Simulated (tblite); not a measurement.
HCl$_{3}$Si, charge +1, doublet, geometry from GFN2-xTB (a state made from the parent by changing its charge; the spin is typed, not shown lowest); IPEA1-xTB in tblite.

tblite was given this input:
```
$ tblite run mol.xyz --method ipea1 --charge 1 --spin 1 --json tblite.json --no-restart

# file mol.xyz
5

Si     0.01770168    -0.01016261     0.30255016
Cl    -1.27526529    -1.48167714    -0.09388585
Cl    -0.65572490     1.84395460    -0.01842661
Cl     1.91024453    -0.35036729    -0.24226395
H      0.10485246    -0.06019626     1.79209681
```

### Question
What does tblite print? Leave out banner, timings and long lists.

### Answer

```
xTB calculator
 | screened Coulomb repulsion
 | Coulomb electrostatics
 |  * isotropic Klopman-Ohno-Mataga-Nishimoto electrostatics
 |  * onsite third-order electrostatics
 | DFT-D3(BJ) dispersion correction

halogen bonding energy    0.0000000000000E+00 Eh
repulsion energy          5.7059226364562E-02 Eh
dispersion energy        -2.4696409876595E-03 Eh
number of electrons       2.5000000000000E+01 e
integral cutoff           4.0000000000000E+01 bohr

------------------------------------------------------------
  cycle        total energy    energy error   density error
------------------------------------------------------------
      1     -15.26837685334  -1.5322966E+01   4.8719179E-01
      2     -15.26983945379  -1.4626004E-03   2.8870533E-01
      3     -15.18601154508   8.3827909E-02   1.7183616E-01
      4     -15.28090427945  -9.4892734E-02   1.8283341E-02
      5     -15.28123445502  -3.3017557E-04   7.1990219E-03
      6     -15.28122859554   5.8594801E-06   2.9810862E-03
      7     -15.28123709986  -8.5043225E-06   4.0828323E-04
      8     -15.28123761531  -5.1544111E-07   3.3753160E-05
      9     -15.28123761819  -2.8848888E-09   8.2511230E-06
------------------------------------------------------------

electronic energy        -1.5335827203567E+01 Eh
total energy             -1.5281237618190E+01 Eh

Post processing:
 | Mayer-Wiberg bond orders

[Info] JSON dump of results written to 'tblite.json'
```
